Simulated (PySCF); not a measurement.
## Radial density of K(3+) (potassium, charge +3)

BP86, [Ne] 3s2 3p4, high-spin 3P determinant. Calculation: PySCF 2.14, in def2-TZVP; the non-relativistic Hamiltonian (point nucleus).

```tsv
r (bohr)	4πr²ρ (e/bohr)	4πr²(ρα − ρβ)
0.00115	0.07267	0.0000
0.00194	0.2002	0.0000
0.00327	0.5372	0.0000
0.00549	1.398	0.0001
0.00924	3.430	0.0003
0.0155	7.650	0.0009
0.0261	14.51	0.0039
0.0440	21.15	0.0190
0.0740	20.77	0.0832
0.124	15.68	0.2650
0.209	20.34	0.4464
0.352	19.96	0.1445
0.592	6.473	0.2915
0.996	5.779	1.7738
1.67	2.761	0.9595
2.82	0.1159	0.0395
4.74	0.0003447	0.0001
```
